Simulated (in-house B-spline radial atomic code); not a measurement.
Configurations of P⁵⁺, with energies counted from [He] 2s2 2p6. Method: scalar-relativistic (X2C) r2SCAN, spin-polarised, spherical fractional occupations, Fermi nucleus of rms radius 3.1889 fm. Calculated with a B-spline radial code for spherical atoms. Shells without spins written out take the highest spin.

Occupations are held fixed; configurations that lie above the ionisation limit could autoionise.

| configuration | E - E(ref) (eV) | highest orbital | its <r> (bohr) |
| --- | --- | --- | --- |
| [He] 2s2 2p5 3s1 | 137.45 | 3s up | 1.463 |
| [He] 2s2 2p(2 up, 3 down) 3p(1 up, 0 down) | 150.25 | 3p up | 1.552 |
| [He] 2s2 2p(2 up, 3 down) 3d(1 up, 0 down) | 166.25 | 3d up | 1.623 |
| [He] 2s1 2p6 3p1 | 199.87 | 3p up | 1.546 |
| [He] 2s1 2p6 3d1 | 215.75 | 3d up | 1.607 |

Order these further configurations by energy, lowest first.
A. [He] 2s2 2p5 3d1
B. [He] 2s(1 up, 0 down) 2p6 3p(0 up, 1 down)
C. [He] 2s(0 up, 1 down) 2p6 3s(1 up, 0 down)
D. [He] 2s2 2p5 3p1
E. [He] 2s1 2p6 3s1

D (149.73 eV), A (165.87 eV), E (187.5 eV), C (187.71 eV), B (200.01 eV).
